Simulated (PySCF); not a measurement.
# Electronic structure of Sn⁺ (tin, charge +1) at the r2SCAN level

Configuration: [Kr] 4d10 5s2 5p1, 2P determinant. Calculation: PySCF 2.14, in def2-QZVPPD with the def2 core potential (28 electrons) (8s6p5d4f1g, 88 functions); scalar relativity through the core potential.

| Item | Value |
| --- | --- |
| Total energy | -214.0592 hartree |
| One-electron energy | -369.8565 hartree |
| Hartree (Coulomb) energy | 173.6725 hartree |
| Exchange-correlation energy | -17.8753 hartree |
| ⟨S²⟩ | 0.7547 |
| ⟨L²⟩ | 2.015 |
| Sum of ⟨r⟩ | 25.56 bohr |
| Sum of ⟨r²⟩ | 42.50 bohr² |
| Traceless quadrupole moment −½Σ⟨3z² − r²⟩ along its main axis | -3.72 e·bohr² |

```
shell  electrons  mean orbital energy (hartree)  spread (hartree)  rms radius, mean of both spins (bohr)
 4s α          1                       -5.33829                 0                                  0.876
 4s β          1                       -5.33672                 0                                  0.876
 4p α          3                       -3.67684           0.01315                                  0.952
 4p β          3                       -3.67553           0.01701                                  0.952
 4d α          5                       -1.26211           0.01381                                   1.19
 4d β          5                       -1.25854           0.02010                                   1.19
 5s α          1                       -0.67815                 0                                   2.45
 5s β          1                       -0.64831                 0                                   2.45
 5p α          1                       -0.40299                 0                                   3.07
```

Energies and moments cover only the electrons outside the core potential.
